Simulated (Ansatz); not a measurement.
Program: Ansatz. Geometries: PBE0-D4/def2-TZVP. ΔE: electronic, gas phase. CCSD(T)/CBS adds triple-zeta CCSD(T) − MP2 to the extrapolated MP2 energy (def2 sets, frozen cores). Functionals use def2-TZVPP. B3LYP here is the variant with VWN-RPA as its local correlation; programs differ in this. HSE06 is defined as in plane-wave codes. def2 core potentials past Kr. For Sn outer-core shells are correlated without core-valence functions, which leaves a few kJ/mol of doubt a bond. Each species was taken in one conformer, which may not be the lowest.

`B[CH2][SnH]([Cl])[Cl]` + `NCF` → `[F][SnH]([Cl])[Cl]` + `BCCN`  (formal exchange of groups at the Sn–C bond)

| level | ΔE (kJ/mol) | difference from CCSD(T)/CBS |
| --- | --- | --- |
| PBE-D4 | -24.1 | 5.7 |
| revPBE-D4 | -28.0 | 1.8 |
| BLYP-D4 | -27.0 | 2.8 |
| r2SCAN-D4 | -28.7 | 1.1 |
| PBE0-D4 | -24.1 | 5.7 |
| B3LYP-D4 | -26.5 | 3.3 |
| r2SCANh-D4 | -27.9 | 1.9 |
| r2SCAN0-D4 | -26.8 | 3.0 |
| HSE06-D4 | -23.6 | 6.2 |
| ωB97X-V | -32.4 | -2.6 |
| B2PLYP | -30.2 | -0.4 |
| PBE-QIDH | -26.1 | 3.7 |
| PBE | -27.1 | 2.7 |
| revPBE | -29.5 | 0.3 |
| BLYP | -32.1 | -2.3 |
| r2SCAN | -29.5 | 0.3 |
| PBE0 | -26.9 | 2.9 |
| B3LYP | -31.4 | -1.6 |
| r2SCANh | -28.8 | 1.0 |
| r2SCAN0 | -27.9 | 1.9 |
| HSE06 | -26.5 | 3.3 |
| BHLYP | -32.9 | -3.1 |
| CAM-B3LYP | -34.3 | -4.5 |
| LC-ωPBE | -36.5 | -6.7 |
| RPA@PBE/def2-TZVPP | -22.6 | 7.2 |
| HF/def2-SVP | -21.6 | 8.2 |
| MP2/def2-SVP | -32.0 | -2.2 |
| CCSD/def2-SVP | -28.5 | 1.3 |
| CCSD(T)/def2-SVP | -26.8 | 3.0 |
| HF/def2-TZVPP | -36.7 | -6.9 |
| MP2/def2-TZVPP | -22.7 | 7.1 |
| SCS-MP2/def2-TZVPP | -27.2 | 2.6 |
| CCSD/def2-TZVPP | -26.4 | 3.4 |
| CCSD(T)/def2-TZVPP | -24.1 | 5.7 |
| HF/def2-QZVPP | -41.3 | -11.5 |
| MP2/def2-QZVPP | -27.5 | 2.3 |
| SCS-MP2/def2-QZVPP | -32.2 | -2.4 |
| HF/CBS(def2) | -42.0 | -12.2 |
| MP2/CBS(def2) | -28.3 | 1.5 |
| CCSD/CBS(def2) | -32.1 | -2.3 |
| CCSD(T)/CBS | -29.8 | 0 |

Largest T1 diagnostic among the species: 0.012.

In def2-TZVPP, CCSD(T) changes the Hartree–Fock value by +12.6 kJ/mol (the triples alone add +2.3 kJ/mol) and MP2 by +14.0 kJ/mol. At CCSD(T), def2-SVP lies +3.0 kJ/mol from the extrapolated value and def2-TZVPP +5.7 kJ/mol. The D4 term adds +4.9 kJ/mol with B3LYP and +2.8 kJ/mol with PBE0; it sums over pairs of atoms, weighted by their polarisabilities, and B3LYP, whose exchange is more repulsive, gets the larger term.
